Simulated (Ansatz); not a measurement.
The cluster As2P, 3 atoms. Hardware: 4 threads of Arm Neoverse V2 on a shared host.

Correlated methods freeze 23 core orbitals; core or outer-core shells of As are correlated, in sets that lack core-valence functions.

(1) How many basis functions does each of these Ansatz runs have, and roughly what does it cost? RPA@PBE/def2-TZVP, charge 0 quartet, energy, from earlier orbitals; PBE0-D4/def2-TZVPD, charge -1 singlet at the geometry of the charge 0 doublet, energy, from earlier orbitals; r2SCAN-D4/def2-TZVPD, charge -1 triplet at the geometry of the charge 0 doublet, energy, from earlier orbitals; RPA@PBE/def2-TZVP, charge 0 doublet, energy, from earlier orbitals; PBE0-D4/def2-TZVP, charge 0 quartet, energy, from earlier orbitals; PBE0-D4/def2-TZVP, charge 0 quartet, relaxation, 3 steps; PBE-D4/def2-TZVPD, charge 0 doublet, energy, from earlier orbitals; PBE0-D4/def2-SVP, charge 0 doublet, energy, from earlier orbitals; PBE0-D4/def2-TZVPD, charge 0 doublet, energy, from earlier orbitals; PBE-D4/def2-SVP, charge 0 doublet, energy, from earlier orbitals; PBE0-D4/def2-TZVP, charge 0 doublet, energy and forces, from earlier orbitals; HSE06-D4/def2-TZVP, charge 0 doublet, energy, from earlier orbitals.

## Answers

(1) Other jobs shared the machine, so times can vary by a factor of up to 3. A dash marks memory too small to be measured apart from the calling script's.

```csv
run,functions,fitting or Cholesky vectors,wall time,peak host memory (GiB)
"PBE-D4/def2-SVP, charge 0 doublet, energy, from earlier orbitals",82,933,0.85 s,–
"PBE0-D4/def2-SVP, charge 0 doublet, energy, from earlier orbitals",82,790,1.4 s,–
"PBE0-D4/def2-TZVPD, charge -1 singlet at the geometry of the charge 0 doublet, energy, from earlier orbitals",151,1166,1.9 s,–
"RPA@PBE/def2-TZVP, charge 0 quartet, energy, from earlier orbitals",133,866,2.2 s,–
"PBE-D4/def2-TZVPD, charge 0 doublet, energy, from earlier orbitals",151,1089,2.4 s,–
"RPA@PBE/def2-TZVP, charge 0 doublet, energy, from earlier orbitals",133,867,2.7 s,–
"HSE06-D4/def2-TZVP, charge 0 doublet, energy, from earlier orbitals",133,867,3 s,–
"PBE0-D4/def2-TZVPD, charge 0 doublet, energy, from earlier orbitals",151,948,3.4 s,–
"PBE0-D4/def2-TZVP, charge 0 doublet, energy and forces, from earlier orbitals",133,867,3.9 s,–
"PBE0-D4/def2-TZVP, charge 0 quartet, energy, from earlier orbitals",133,866,4.2 s,–
"r2SCAN-D4/def2-TZVPD, charge -1 triplet at the geometry of the charge 0 doublet, energy, from earlier orbitals",151,1089,5.5 s,–
"PBE0-D4/def2-TZVP, charge 0 quartet, relaxation, 3 steps",133,915,6.5 s,–
```
